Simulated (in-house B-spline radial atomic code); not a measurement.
A fraction x of an electron is removed from 2p in O, starting from [He] 2s2 2p4 and keeping the highest spin. Level of theory: scalar-relativistic (X2C) PW91, spin-polarised, spherical fractional occupations, Fermi nucleus of rms radius 2.6991 fm; calculated with an all-electron radial atomic-structure program (B-spline basis).

```json
{"x": "0", "E(x) - E(0) (eV)": "0.0000", "2p down level (eV)": "-7.256"}
{"x": "0.12", "E(x) - E(0) (eV)": "0.9579", "2p down level (eV)": "-8.716"}
{"x": "0.15", "E(x) - E(0) (eV)": "1.2249", "2p down level (eV)": "-9.089"}
{"x": "0.35", "E(x) - E(0) (eV)": "3.2960", "2p down level (eV)": "-11.642"}
{"x": "0.41", "E(x) - E(0) (eV)": "4.0181", "2p down level (eV)": "-12.431"}
{"x": "0.5", "E(x) - E(0) (eV)": "5.1908", "2p down level (eV)": "-13.632"}
{"x": "0.54", "E(x) - E(0) (eV)": "5.7469", "2p down level (eV)": "-14.173"}
{"x": "0.72", "E(x) - E(0) (eV)": "8.5201", "2p down level (eV)": "-16.654"}
{"x": "0.86", "E(x) - E(0) (eV)": "10.9898", "2p down level (eV)": "-18.634"}
{"x": "0.9", "E(x) - E(0) (eV)": "11.7466", "2p down level (eV)": "-19.207"}
{"x": "1", "E(x) - E(0) (eV)": "13.7395", "2p down level (eV)": "-"}
```

The exact functional would give a straight line between the two integer points. Deviations E(x) - E(0) - x[E(1) - E(0)], in eV: -0.691 at x = 0.12, -0.836 at x = 0.15, -1.513 at x = 0.35, -1.615 at x = 0.41, -1.679 at x = 0.5, -1.672 at x = 0.54, -1.372 at x = 0.72, -0.826 at x = 0.86, -0.619 at x = 0.9.

The curve lies below the straight line by up to 1.679 eV (at x = 0.5): convex, the delocalisation error that favours fractional charges.

Question: How well does Slater's transition state (minus the level at half occupation) give the ionisation energy?

Answer: It gives 13.632 eV against 13.739 eV from the two total energies; NIST lists 13.62 eV, ground level to ground level.
